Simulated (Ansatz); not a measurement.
Basis sets compared for Si(NCS)2Cl2 (SiC₂S₂N₂Cl₂). Charge 0, multiplicity 1. Geometry r2SCAN-D4/def2-SVP. Ansatz on 2 threads of AMD EPYC 7R13 on a shared host and a share (18 GiB) of an NVIDIA H100 80GB HBM3; times are rough, and most runs start from earlier orbitals.

| atom | x (Å) | y (Å) | z (Å) |
| --- | --- | --- | --- |
| Si1 | -0.622 | -0.598 | -0.002 |
| N2 | 0.223 | -0.052 | -1.366 |
| C3 | 0.783 | 0.286 | -2.378 |
| S4 | 1.517 | 0.733 | -3.689 |
| N5 | -0.047 | 0.220 | 1.367 |
| C6 | 0.308 | 0.762 | 2.382 |
| S7 | 0.779 | 1.474 | 3.697 |
| Cl8 | -0.326 | -2.605 | 0.226 |
| Cl9 | -2.614 | -0.220 | -0.237 |

Binding counts from free atoms (Si triplet, N quartet, C triplet, S triplet, Cl doublet) in the same basis, without a counterpoise term.

| level | functions | energy (Eh) | HOMO (eV) | LUMO (eV) | binding per atom (eV) | wall time |
| --- | --- | --- | --- | --- | --- | --- |
| PBE-D4/def2-SVP | 146 | -2190.3512 | -6.70 | -2.29 | 4.83 | 2.1 s |
| PBE-D4/def2-TZVP (with forces) | 309 | -2191.2650 | -6.81 | -2.51 | 4.81 | 6.5 s |
| PBE0-D4/def2-SVP | 146 | -2190.5041 | -7.91 | -1.54 | 4.60 | 3.4 s |
| PBE0-D4/def2-TZVP | 309 | -2191.4122 | -7.95 | -1.70 | 4.60 | 4.3 s |
| CAM-B3LYP-D4/def2-TZVP | 309 | -2192.2913 | -9.15 | -0.61 | 4.50 | 6 s |

Q: Estimate the rows for PBE-D4/def2-TZVPD, PBE0-D4/def2-TZVPD, CAM-B3LYP-D4/def2-TZVPD.

A: 
| level | functions | energy (Eh) | HOMO (eV) | LUMO (eV) | binding per atom (eV) | wall time |
| --- | --- | --- | --- | --- | --- | --- |
| PBE-D4/def2-TZVPD | 375 | -2191.2676 | -6.86 | -2.59 | 4.81 | 6.5 s |
| PBE0-D4/def2-TZVPD | 375 | -2191.4142 | -7.98 | -1.77 | 4.60 | 7 s |
| CAM-B3LYP-D4/def2-TZVPD | 375 | -2192.2936 | -9.18 | -0.72 | 4.50 | 9.5 s |
